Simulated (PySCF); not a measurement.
AgF, SMILES [F][Ag], multiplicity 1.

Geometry: B3LYP-D3(BJ)/def2-TZVPD. The spin state was assumed, not searched. The def2 effective core potentials stand for the cores of Ag; spin–orbit coupling is left out.

Two levels are set side by side: TDA-PBE/def2-TZVPD (PySCF) and TDA-CAM-B3LYP/def2-TZVPD (PySCF). Vertical, same geometry. The lowest singlet is HOMO→LUMO 100 % with PBE and HOMO−1→LUMO 91 % with the other functional; states are paired by order. Differences are taken from unrounded values.

```json
[
 {"quantity": "lowest singlet excitation (eV)", "TDA-PBE": "2.54"},
 {"quantity": "lowest triplet excitation (TDA) (eV)", "TDA-PBE": "2.13"}
]
```

These are the TDA-PBE values. What does TDA-CAM-B3LYP give? (Estimate from the structure and the level; the computed values follow.)


| quantity | TDA-CAM-B3LYP | TDA-PBE minus TDA-CAM-B3LYP |
|---|---|---|
| lowest singlet excitation (eV) | 3.52 | -0.99 |
| lowest triplet excitation (TDA) (eV) | 2.58 | -0.45 |

Functionals without exact exchange tend to place singlet excitations lower, as here. Differences between two approximate levels are no errors against the true value.

Rough cost on one machine, each run with all the roots and properties that it gave: TDA-CAM-B3LYP against TDA-PBE about 2 times.
